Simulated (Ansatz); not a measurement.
# What each rung costs, and what it gives

Saddle point of GeH$_{4}$F, doublet (GeH₃F ([F][GeH3]) + H → GeH₃ + HF; bonds formed: F1–H3; bonds broken: F1–Ge2), PBE0-D4/def2-TZVP structure:

| atom | x (Å) | y (Å) | z (Å) |
| --- | --- | --- | --- |
| F1 | -1.3087 | -0.1918 | -1.0565 |
| Ge2 | 0.1536 | 0.0830 | 0.2918 |
| H3 | 0.0744 | -0.4959 | -1.3459 |
| H4 | -0.1357 | 1.5718 | 0.4724 |
| H5 | 1.6965 | -0.1344 | 0.3011 |
| H6 | -0.4800 | -0.8328 | 1.3371 |

Barriers are electronic and count from the start structure reached by relaxing down the imaginary mode. Spin–orbit coupling is left out.

Program: Ansatz 0.2.0. Basis: as named in each row. Cores are frozen in the correlated methods; orbitals are unrestricted. Filled d shells of the heavier atoms are correlated. The def2 sets are not built for correlating such inner shells, so the correlated values are less sure here. B3LYP uses VWN-RPA correlation. Extrapolation: Hartree–Fock as exp(−7.88 √X), correlation as X^−2.97.

Times are rough, for one single point on 2 threads of a shared host (Arm Neoverse V1).

The estimate by CCSD(T) at an estimated basis limit (MP2 extrapolated from triple and quadruple zeta, plus CCSD(T) − MP2 in triple zeta) is 96.5 kJ/mol.

| method | basis | time (s) | barrier (kJ/mol) | method less estimate |
| --- | --- | --- | --- | --- |
| SPW92 | def2-TZVPP | 1 | 24.9 | -71.6 |
| PBE-D4 | def2-TZVPP | 2 | 54.3 | -42.2 |
| BLYP-D4 | def2-TZVPP | 2 | 55.8 | -40.7 |
| B3LYP-D4 | def2-TZVPP | 3 | 70.8 | -25.8 |
| BHLYP-D4 | def2-TZVPP | 3 | 94.9 | -1.6 |
| PBE0-D4 | def2-TZVPP | 3 | 75.2 | -21.3 |
| RPA on PBE | def2-TZVPP | 3 | 85.5 | -11.0 |
| CAM-B3LYP-D4 | def2-TZVPP | 3 | 77.7 | -18.8 |
| PBE-QIDH | def2-TZVPP | 4 | 99.0 | 2.5 |
| B2PLYP | def2-TZVPP | 4 | 87.1 | -9.4 |
| r2SCAN-D4 | def2-TZVPP | 4 | 62.4 | -34.2 |
| r2SCAN0-D4 | def2-TZVPP | 6 | 75.2 | -21.3 |
| B97M-V | def2-TZVPP | 8 | 79.8 | -16.7 |
| wB97X-V | def2-TZVPP | 8 | 86.9 | -9.6 |
| wB97M-V | def2-TZVPP | 10 | 84.1 | -12.4 |
| MP2 | def2-QZVPP | 15 | 116.2 | 19.6 |
| CCSD(T) | def2-TZVPP | 72 | 98.9 | 2.4 |

All methods are single points on the PBE0-D4 structures.

The T1 diagnostic stays at or below 0.016. ⟨S²⟩ of the unrestricted Hartree–Fock references: 0.75 to 0.77 (a pure state has 0.75).

Radical steps of this kind take place in plasma deposition and etching.

Labels in which every atom is bracketed show which atoms are joined, not bond orders.
